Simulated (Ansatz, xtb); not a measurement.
# Two structures of F2Ge2H+

Structure X: a singlet given by its coordinates. Structure Y: a singlet given by its coordinates. Both are gas-phase species (loosely bound parts included), relaxed with BLYP-D3(BJ)/def2-SVP.

X (Å):

```yaml
atoms:
  - { symbol: F, position_ang: [-0.6702, -0.4781, 0.7936] }
  - { symbol: F, position_ang: [1.3827, 0.8221, 0.5432] }
  - { symbol: Ge, position_ang: [0.1976, 0.1156, -0.9165] }
  - { symbol: Ge, position_ang: [1.1759, -0.9785, 1.4064] }
  - { symbol: H, position_ang: [1.1875, -1.3456, -0.3965] }
```

Close contacts (Å): F1–Ge3 2.01, F1–Ge4 2.01, F2–Ge3 2.01, F2–Ge4 2.01, Ge3–H5 1.84, Ge4–H5 1.84.

Y (Å):

```xyz
5

F    -0.3511   -1.0926   -0.2033
F    -0.9837    1.1536    0.5681
Ge   -2.0064   -0.3665    0.2403
Ge    1.1306    0.5766    0.0674
H     0.7871    1.0018   -1.4525
```

Close contacts (Å): F1–Ge3 1.86, F1–Ge4 2.25, F2–Ge3 1.86, F2–Ge4 2.25, Ge4–H5 1.62.

Estimate E(Y) − E(X) at the level CCSD(T)/def2-TZVP.

Calculated at CCSD(T)/def2-TZVP: E(Y) − E(X) = +3.6 kcal/mol, so structure X lies lower.

The same difference at several levels:

```tsv
level	geometry	E(Y) − E(X) (kcal/mol)	departure from the last row (kcal/mol)	job, with rough time for the two
BLYP-D3(BJ)/def2-SVP	BLYP-D3(BJ)/def2-SVP	+5.7	+2.1	optimisation, 38 s
HF/def2-TZVP	BLYP-D3(BJ)/def2-SVP	−4.9	−8.5	part of the CCSD(T) run
MP2/def2-TZVP	BLYP-D3(BJ)/def2-SVP	+4.3	+0.6	part of the CCSD(T) run
CCSD(T)/def2-TZVP	BLYP-D3(BJ)/def2-SVP	+3.6		single point, 1.9 min
```

HF/def2-TZVP puts the two in the other order. The largest departure from CCSD(T)/def2-TZVP is that of HF/def2-TZVP, 8.5 kcal/mol. Levels run at GFN2-xTB geometries aren't shown.

With harmonic frequencies from BLYP-D3(BJ)/def2-SVP (ideal gas, rigid rotor, one conformer each, 298.15 K, 1 atm): on the last row, ΔE + ΔZPE = +3.1, ΔH = +3.5, ΔG = +2.0 kcal/mol.

The correlated steps freeze 20 core orbitals; the filled d shell of Ge is correlated, in a basis made for valence electrons. Codes used: Ansatz 0.2.0; the last row on 2 threads of Intel(R) Xeon(R) Platinum 8259CL CPU @ 2.50GHz (Skylake/Cascade Lake) on a shared host.
